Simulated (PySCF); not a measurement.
Isomers of C5H6F2OSi, one GFN2-xTB conformer each. Single-point energies are computed at PBE0/pcSseg-1 (PySCF, gas phase, no added dispersion term), electronic only.

```tsv
SMILES	GFN2-xTB relative energy (kcal/mol)
C=C1OC=C([SiH3])C1(F)F	0.0
C#C[SiH2]OC(=C)C(F)F	10.1
```

Conformers: `[CH:1]#[C:2][SiH2:3][O:4][C:5](=[CH2:6])[CH:7]([F:8])[F:9]` with C2–Si3–O4–C5 -62°, Si3–O4–C5–C6 -160°, O4–C5–C7–F8 169°.

Q: What does PBE0/pcSseg-1 give for the same structures?

A: 
```
                SMILES  PBE0/pcSseg-1 E (Eh)  PBE0/pcSseg-1 (kcal/mol)  GFN2-xTB (kcal/mol)  point group
C=C1OC=C([SiH3])C1(F)F            -757.81779                       0.0                  0.0           Cs
  C#C[SiH2]OC(=C)C(F)F            -757.80138                      10.3                 10.1           C1
```

Both levels put the same isomer lowest. As drawn, the higher has a C≡C bond and an Si–O bond, which the lower lacks.

Q: Which frontier levels, dipoles and rotational constants go with these structures?

A: 
```csv
SMILES,"HOMO (eV, PBE0/pcSseg-1)",LUMO (eV),dipole (D),"A, B, C (MHz)"
C=C1OC=C([SiH3])C1(F)F,-7.28,-1.25,1.76,"2351, 1130, 889.9"
C#C[SiH2]OC(=C)C(F)F,-7.34,-0.83,1.80,"1955, 999.6, 781.8"
```
